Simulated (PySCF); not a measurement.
Species: (SiH3)2PPF2, F₂H₆P₂Si₂.
Atom-mapped SMILES: `[F:1][P:2]([F:3])[P:4]([SiH3:5])[SiH3:6]` (hydrogens: H7, H8, H9 on Si5; H10, H11, H12 on Si6)

Method used: core-valence-separated Tamm–Dancoff BHandHLYP/aug-pcX-1 (pcseg-1 on H, def2-SVPD on P, def2-SVPD on Si) in PySCF, non-relativistic, gas phase, PBE0-D3(BJ)/def2-SVP geometry.

Computed fluorine K-edge spectrum, Gaussian lines of 0.3 eV full width, highest printed point 100; it ends one width below the last computed root. Absolute energies from this functional tend to lie a few eV below measured edges; no shift was applied.

```json
{"photon energy (eV)": "684.0", "absorption": "3"}
{"photon energy (eV)": "684.1", "absorption": "14"}
{"photon energy (eV)": "684.2", "absorption": "44"}
{"photon energy (eV)": "684.3", "absorption": "82"}
{"photon energy (eV)": "684.4", "absorption": "100"}
{"photon energy (eV)": "684.5", "absorption": "85"}
{"photon energy (eV)": "684.6", "absorption": "48"}
{"photon energy (eV)": "684.7", "absorption": "16"}
{"photon energy (eV)": "684.8", "absorption": "3"}
{"photon energy (eV)": "684.9", "absorption": "0"}
{"photon energy (eV)": "685.0", "absorption": "0"}
{"photon energy (eV)": "685.1", "absorption": "2"}
{"photon energy (eV)": "685.2", "absorption": "8"}
{"photon energy (eV)": "685.3", "absorption": "21"}
{"photon energy (eV)": "685.4", "absorption": "30"}
{"photon energy (eV)": "685.5", "absorption": "27"}
{"photon energy (eV)": "685.6", "absorption": "24"}
{"photon energy (eV)": "685.7", "absorption": "25"}
{"photon energy (eV)": "685.8", "absorption": "19"}
{"photon energy (eV)": "685.9", "absorption": "8"}
{"photon energy (eV)": "686.0", "absorption": "2"}
{"photon energy (eV)": "686.1", "absorption": "0"}
{"photon energy (eV)": "686.2", "absorption": "0"}
{"photon energy (eV)": "686.3", "absorption": "1"}
{"photon energy (eV)": "686.4", "absorption": "4"}
{"photon energy (eV)": "686.5", "absorption": "13"}
{"photon energy (eV)": "686.6", "absorption": "26"}
{"photon energy (eV)": "686.7", "absorption": "34"}
{"photon energy (eV)": "686.8", "absorption": "32"}
{"photon energy (eV)": "686.9", "absorption": "23"}
{"photon energy (eV)": "687.0", "absorption": "10"}
{"photon energy (eV)": "687.1", "absorption": "3"}
{"photon energy (eV)": "687.2", "absorption": "1"}
{"photon energy (eV)": "687.3", "absorption": "4"}
{"photon energy (eV)": "687.4", "absorption": "11"}
{"photon energy (eV)": "687.5", "absorption": "20"}
{"photon energy (eV)": "687.6", "absorption": "23"}
{"photon energy (eV)": "687.7", "absorption": "18"}
{"photon energy (eV)": "687.8", "absorption": "11"}
{"photon energy (eV)": "687.9", "absorption": "5"}
{"photon energy (eV)": "688.0", "absorption": "4"}
```

Q: Assign the maxima to core holes.

A: 5 maxima:
- 684.4 eV: F3 (phosphorus-bound fluorine), 684.32 eV, f = 0.024, 51 % of the height at the exact maximum; F1 (phosphorus-bound fluorine), 684.49 eV, f = 0.023, 49 % of the height at the exact maximum
- 685.4 eV: F1 (phosphorus-bound fluorine), 685.40 eV, f = 0.011, 96 % of the height at the exact maximum
- 685.7 eV: F3 (phosphorus-bound fluorine), 685.72 eV, f = 0.009, 91 % of the height at the exact maximum
- 686.7 eV: F1 (phosphorus-bound fluorine), 686.64 eV, f = 0.009, 52 % of the height at the exact maximum; F3 (phosphorus-bound fluorine), 686.83 eV, f = 0.008, 48 % of the height at the exact maximum
- 687.6 eV: F3 (phosphorus-bound fluorine), 687.52 eV, f = 0.006, 57 % of the height at the exact maximum; F1 (phosphorus-bound fluorine), 687.67 eV, f = 0.004, 41 % of the height at the exact maximum

Roots within 0.03 eV on the same or equivalent atoms count as one line; shares under 12 % aren't listed.

Vibrational structure and lifetime widths aren't in the curve. The ionisation threshold wasn't computed; near and above it a finite basis only mimics Rydberg series and continuum.

The run took 11 s of wall time on one thread, Arm Neoverse V1 (aarch64), on a shared host, and the process peaked at 0.85 GiB of memory.

Conformer computed: `[F:1][P:2]([F:3])[P:4]([SiH3:5])[SiH3:6]`: F1–P2–P4–Si5 -143°.

One conformer stands for the species.
